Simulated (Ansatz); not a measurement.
The same molecule with X = B, Al, Ga, In. Ansatz, PBE0-D4/def2-TZVP geometries, multiplicity 1.

Elements past krypton have def2 core potentials. Scalar relativity is left out up to krypton.

```
 X          molecule  mean X–H bond length / Å  mean X–N bond length / Å  HOMO energy (B3LYP/def2-TZVPP) / eV  HOMO–LUMO gap (PBE/def2-TZVPP) / eV  HOMO energy (PBE/def2-TZVPP) / eV
 B   `[BH3-][NH2+]C`                     1.214                     1.626                                -7.56                                 5.77                              -6.38
Ga  `C[NH2+][GaH3-]`                     1.583                     2.133                                -7.27                                 5.39                              -6.22
In  `C[NH2+][InH3-]`                     1.738                     2.376                                -7.10                                 5.02                              -6.10
```

(1) Give the row for X = Al, `C[NH2+][AlH3-]`. (An estimate is asked.)

Results:

(1) Computed: 
```
 X          molecule  mean X–H bond length / Å  mean X–N bond length / Å  HOMO energy (B3LYP/def2-TZVPP) / eV  HOMO–LUMO gap (PBE/def2-TZVPP) / eV  HOMO energy (PBE/def2-TZVPP) / eV
Al  `C[NH2+][AlH3-]`                     1.605                     2.047                                -7.20                                 5.21                              -6.13
```

From B to In the mean X–H bond length isn't monotonic: highest at In, lowest at B; the mean X–N bond length rises at each step, by 0.750 Å in all; the HOMO energy (B3LYP/def2-TZVPP) isn't monotonic: highest at In, lowest at B; the HOMO–LUMO gap (PBE/def2-TZVPP) isn't monotonic: highest at B, lowest at In; the HOMO energy (PBE/def2-TZVPP) isn't monotonic: highest at In, lowest at B. Bonds lengthen as the atom grows down the group.

B3LYP here is the variant with VWN-RPA as its local correlation; programs differ in this.
